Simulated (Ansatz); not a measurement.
Question: Predict a relaxed structure of [MoO4]2- (MoO4²⁻), charge -2, singlet, at PBE-D4/def2-SVPD (Ansatz).

Answer: 
```xyz
5

Mo    0.000    0.000    0.000
O     0.501   -1.061    1.358
O    -0.365   -1.006   -1.441
O     1.328    1.143   -0.389
O    -1.465    0.924    0.472
```
Point group Td (tolerance 0.1 Å). The metal has 4 neighbours: O 1.79 Å, O 1.79 Å, O 1.79 Å, O 1.79 Å. This is one stationary point.

In the def2 sets Mo takes a core potential; there is no spin–orbit coupling. A multiply charged anion in the gas phase is held together partly by the finite basis. The highest occupied level of the charge -2 singlet lies above zero (up to 3.68 eV). The electron is either unbound and held by the finite basis, or the level is raised by self-interaction error. The relaxation made no stability test and no search for a lower SCF solution.
